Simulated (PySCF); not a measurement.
Structure problem from calculated spectra and properties.

Formula: C3H10SSi2.

- Polarisability: 117.7 au [PBE0/def2-SVPD]
- Valence photoelectron: vertical ionisation energy: 8.82 eV [ΔSCF PBE0/def2-SVPD]
- Triplet: lowest triplet excitation (Tamm–Dancoff): 3.95 eV [TDA PBE0/def2-SVPD]
- Rotational structure: rotational constants A, B, C: 3.679, 0.719, 0.641 GHz [PBE0-D3(BJ)/def2-SVP]
- 13C NMR: chemical shifts (computed TMS as zero) by class: 143.4 (1 C), 141.6 (1 C), 15.4 (1 C) ppm [GIAO KT3/pcSseg-1]
- UV, strongest line: among the 10 lowest singlet transitions: S4 at 6.24 eV (199 nm, f = 0.419) [TDDFT PBE0/def2-SVPD]
- 1H NMR: chemical shifts (computed TMS as zero) by class: 6.59 (1 H), 6.58 (1 H), 4.70 (2 H), 4.10 (3 H), 1.85 (3 H) ppm [GIAO KT3/pcSseg-1]
- NMR, other nuclei: isotropic shieldings of nuclei other than C and H, by class: 389 (1 Si), 432 (1 Si), 678 (1 S) ppm [GIAO KT3/pcSseg-1]
- Dipole: 1.49 D [PBE0/def2-SVPD]

Gas-phase values; electronic properties from PySCF, density fitting. Levels stand in brackets. One conformer (not necessarily the lowest) at the PBE0-D3(BJ)/def2-SVP geometry, without solvent, vibrations or thermal averaging. Each NMR value is the plain mean over a class of atoms that symmetry, rotation or inversion makes alike.

**Question.** Propose a structure and show how it fits.

**Answer.** Numbering: `[CH3:1][S:2][SiH2:3]/[CH:4]=[CH:5]/[SiH3:6]`. Its formula, C3H10SSi2, gives 1 degree of unsaturation: 0 rings and 1 π bond in the structure found. 3 carbons fall into 3 classes; from least to most shielded: alkene CH carbon [C4] (143.4 ppm), alkene CH carbon [C5] (141.6 ppm), S-methyl carbon [C1] (15.4 ppm). Hydrogen classes from least to most shielded: 1 H on an alkene CH carbon, C4 (6.59 ppm), 1 H on an alkene CH carbon, C5 (6.58 ppm), 2 H on an SiH2 silicon, Si3 (4.70 ppm), 3 H on an SiH3 silicon, Si6 (4.10 ppm), 3 H on an S-methyl carbon, C1 (1.85 ppm). The other shieldings belong to: 389 ppm, SiH2 silicon [Si3]; 432 ppm, SiH3 silicon [Si6]; 678 ppm, sulfur bonded to C and Si [S2]. The first electron is taken from the HOMO, whose largest Löwdin shares are 0.69 on the sulfur bonded to C and Si, 0.10 on the S-methyl carbon and 0.08 on the SiH2 silicon. The optimised geometry has point group C1 and is an asymmetric top. Structure: `CS[SiH2]/C=C/[SiH3]`. Computed isomers that give other values at the same levels: `[SiH3]S[C@H]1CC[SiH2]1` (rotational constant A: 3.136 GHz; this holds for the one conformer computed); `CS[SiH2]/C=C\[SiH3]` (static isotropic polarisability: 114.2 au); `C=CC[SiH2]S[SiH3]` (rotational constant A: 6.253 GHz; this holds for the one conformer computed). The assignments are read from this structure; whether some other isomer fits the data as well wasn't checked.

Conformer computed: `[CH3:1][S:2][SiH2:3]/[CH:4]=[CH:5]/[SiH3:6]`: C1–S2–Si3–C4 60°, S2–Si3–C4–C5 -110°.
